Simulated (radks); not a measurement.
Results of a calculation; reference values are marked as such.
All-electron atom: the titanium ion Ti7+ in [Ne] 3s2 3p3 (the NIST ground configuration). Level of theory: Dirac Kohn-Sham, LB94 model potential, spin-unpolarised, spherical densities, finite nucleus; open shells fill j = l - 1/2 first; Fermi nuclear charge, rms radius 3.5921 fm (a radial shooting solver on a logarithmic mesh with Libxc functionals).

Unscreened Slater integrals over Kohn-Sham orbitals (cm^-1). Large and small components are both included.

integral,value
"F0(3p3/2,3p3/2)",209780
"F2(3p3/2,3p3/2)",106300
"F0(3p3/2,3p1/2)",210400
"G2(3p3/2,3p1/2)",106530
"F0(3p3/2,3s1/2)",212120
"G1(3p3/2,3s1/2)",141250
"F0(3p3/2,2p3/2)",282070
"F2(3p3/2,2p3/2)",60594
"G0(3p3/2,2p3/2)",24388
"G2(3p3/2,2p3/2)",25563
"F0(3p1/2,3p1/2)",211030
"F0(3p1/2,3s1/2)",212750
"G1(3p1/2,3s1/2)",141520
"F0(3p1/2,2p3/2)",283600
"G2(3p1/2,2p3/2)",25577
"F0(3s1/2,3s1/2)",214750
"F0(3s1/2,2p3/2)",283570
"G1(3s1/2,2p3/2)",25075
"F0(2p3/2,2p3/2)",696540
"F2(2p3/2,2p3/2)",326900
